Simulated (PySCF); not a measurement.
The complex [MnF5]2- (charge -2) contains Mn(III), shell d4. The structure is a PBE0-D3(BJ)/def2-TZVP, IEF-PCM water geometry optimised for multiplicity 5; coordination trigonal bipyramidal, point group C2v, metal–donor distances 1.82–1.92 Å.

```
6

Mn    0.000    0.000    0.000
F     0.001    0.003    1.821
F     0.001    0.003   -1.821
F     1.913   -0.032    0.000
F    -0.984    1.641    0.000
F    -0.960   -1.664    0.000
```

Method (PySCF 2.14, density fitting): CASSCF(4,5) with orbitals averaged over all microstates of the shell, strongly contracted NEVPT2 on the averaged canonical orbitals; basis x2c-TZVPall on the metal, x2c-SVPall elsewhere; spin-free X2C; IEF-PCM water; spin-orbit coupling by state interaction with the mean-field operator over all roots.

(1) What is the ground state?

(2) Where do the spin-allowed transitions within the shell lie?

(3) Which is the lowest state of another spin?

(4) Give the fitted ligand-field and repulsion parameters.

(5) What magnetic behaviour follows?

No frequencies were computed for the optimised geometry. NEVPT2 lifts 5B2 from 13736 to 16186 cm⁻¹; on the d shell alone such lifts tend to overshoot. NEVPT2 on the d shell alone tends to put d–d bands too high for such charged or covalently bound ions. Gaps between spin states lean to high spin in this active space.

The job took 11 s on one thread of Arm Neoverse V1 (shared host), with 118 basis functions and a peak of 0.61 GiB, launched as `OMP_NUM_THREADS=1 python lf_run.py task.json out`.

## Answers

(1) 5A1 (S = 2, orbital degeneracy 1), orbital occupations from the lowest 1.0 1.0 1.0 1.0 0.0, by NEVPT2.

(2) By NEVPT2: 5A1 at 15855 cm⁻¹ (631 nm); 5B2 at 16186 cm⁻¹ (618 nm); 5A2 at 19008 cm⁻¹ (526 nm); 5B1 at 19172 cm⁻¹ (522 nm). The strongest, at 16186 cm⁻¹, has f = 1.7e-04.

(3) 3B1 at 19245 cm⁻¹ by NEVPT2; CASSCF alone puts it at 20872 cm⁻¹ above the same ground state.

(4) At CASSCF level (the NEVPT2 levels don't fit a ligand-field model well): orbital energies 0, 160, 2020, 2282, 15474 cm⁻¹; B = 1106 cm⁻¹; C = 4167 cm⁻¹; B over its free-ion value at the same level 0.902; rms of the fit 143 cm⁻¹; ζ = 336 cm⁻¹ (free ion 363).

(5) The ground multiplet follows a spin Hamiltonian with S = 2, g = 1.978, 1.980, 2.002, D = 2.95 cm⁻¹, E/|D| = 0.03 (spin-orbit part alone); the lowest levels hold 100 % of the spin-free ground state. μeff is 4.88 μB at 300 K and 4.78 μB at 10 K; the spin-only value is 4.90 μB.
